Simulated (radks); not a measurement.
Question: The niobium ion Nb2+, 39 electrons, occupied as [Kr] 4d3 (the NIST ground configuration). Calculated with a radial shooting solver on a logarithmic mesh with Libxc functionals: Dirac Kohn-Sham, Slater X-alpha with alpha = 0.711, spin-unpolarised, spherical densities, point nucleus; open shells are shared between the two j in proportion to 2j + 1. Some entries of the table are withheld. Estimate them.

| orbital | occ. | eigenvalue (Ry) | r(max) (bohr) |
|---|---|---|---|
| 1s1/2 | 2 | -1382.652 | 0.02351 |
| 2s1/2 | 2 | -194.6804 | (1) |
| 2p1/2 | 2 | -178.9686 | 0.1038 |
| 2p3/2 | 4 | -171.9210 | 0.1075 |
| 3s1/2 | 2 | -33.53654 | 0.3958 |
| 3p1/2 | 2 | -27.60132 | 0.3829 |
| 3p3/2 | 4 | -26.45659 | 0.3922 |
| 3d3/2 | 4 | -15.92221 | 0.3317 |
| 3d5/2 | 6 | -15.70835 | 0.3344 |
| 4s1/2 | 2 | -5.54304 | 1.027 |
| 4p1/2 | 2 | (2) | 1.099 |
| 4p3/2 | 4 | (3) | 1.125 |
| 4d3/2 | 1.2 | (4) | 1.438 |
| 4d5/2 | 1.8 | (5) | 1.450 |

Answer: 
(1) 2s1/2 r(max) (bohr): 0.1334
(2) 4p1/2 eigenvalue (Ry): -3.88551
(3) 4p3/2 eigenvalue (Ry): -3.72526
(4) 4d3/2 eigenvalue (Ry): -1.37475
(5) 4d5/2 eigenvalue (Ry): -1.35987
